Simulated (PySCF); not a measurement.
Species: C4H12Si2.
Numbering: `[SiH3:1][SiH2:2][CH:3]1[CH2:4][CH2:5][CH2:6]1` (hydrogens: H7, H8, H9 on Si1; H10, H11 on Si2; H12 on C3; H13, H14 on C4; H15, H16 on C5; H17, H18 on C6)

Torsions of this conformer, `[SiH3:1][SiH2:2][CH:3]1[CH2:4][CH2:5][CH2:6]1`: Si1–Si2–C3–C4 -67°.

The closed-shell ground state was solved at several levels (PySCF, density fitting, gas phase, non-relativistic). Geometry: PBE0-D3(BJ)/def2-SVP, one conformer, isolated molecule.

```tsv
level	basis functions	HOMO (eV)	LUMO (eV)	gap (eV)	dipole (D)
wB97X-D/pcSseg-1	176	-9.54	2.03	11.57	1.06
PBE0/pcSseg-1	176	-7.73	0.31	8.04	1.11
```

(1) What might CAM-B3LYP/def2-SVPD (224 basis functions) give for the same quantities?

(2) Over all these levels, which gives the widest orbital gap and which the narrowest?

(3) How far do the dipole and the HOMO energy spread over the levels?

Answers

(1) HOMO -8.96 eV, LUMO 1.14 eV, gap 10.10 eV, dipole 1.07 D.

(2) wB97X-D/pcSseg-1 (range-separated hybrid) has the widest, 11.57 eV, and PBE0/pcSseg-1 (global hybrid, 25 % exact exchange) the narrowest, 8.04 eV. The two share the basis. From the narrowest to the widest the HOMO moves by -1.81 eV and the LUMO by +1.72 eV.

(3) The dipole runs from 1.06 to 1.11 D (mean 1.08 D) and the HOMO from -9.54 to -7.73 eV.
